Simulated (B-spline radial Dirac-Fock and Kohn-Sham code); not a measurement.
## Elastic scattering of 150 keV electrons by atomic arsenic

The computed values come from a B-spline atomic structure program: relativistic (Dirac) partial waves in the static field of the Dirac-Fock atom with Furness-McCarthy exchange, without polarisation or absorption potentials.

```
θ (°)  dσ/dΩ (a₀²/sr)  Sherman function
    5           0.494             0.000
   10          0.0409             0.000
   15         0.00913             0.000
   20         0.00308            -0.001
   25         0.00133            -0.002
   30        0.000666            -0.005
   35        0.000373            -0.008
   40        0.000226            -0.012
   45        0.000146            -0.017
   50        9.86e-05            -0.023
   55        6.93e-05            -0.029
   60        5.03e-05            -0.036
   65        3.75e-05            -0.044
   70        2.86e-05            -0.051
   75        2.22e-05            -0.059
   80        1.76e-05            -0.067
   85        1.42e-05            -0.075
   90        1.16e-05            -0.083
   95        9.60e-06            -0.090
  100        8.05e-06            -0.097
  105        6.83e-06            -0.103
  110        5.86e-06            -0.107
  115        5.08e-06            -0.111
  120        4.44e-06            -0.113
  125        3.93e-06            -0.114
  130        3.51e-06            -0.113
  135        3.17e-06            -0.110
  140        2.89e-06            -0.105
  145        2.66e-06            -0.098
  150        2.48e-06            -0.089
  155        2.33e-06            -0.078
  160        2.22e-06            -0.064
  165        2.13e-06            -0.050
  170        2.07e-06            -0.034
  175        2.04e-06            -0.017
```

The total elastic cross section is 0.215 a₀², the first transport cross section 0.000504 a₀² and the second, weighted with (3/2) sin²θ, 0.00131 a₀². The mean deflection is ⟨1 − cos θ⟩ = 0.00235, and 0.015 % of the collisions scatter beyond 90°.
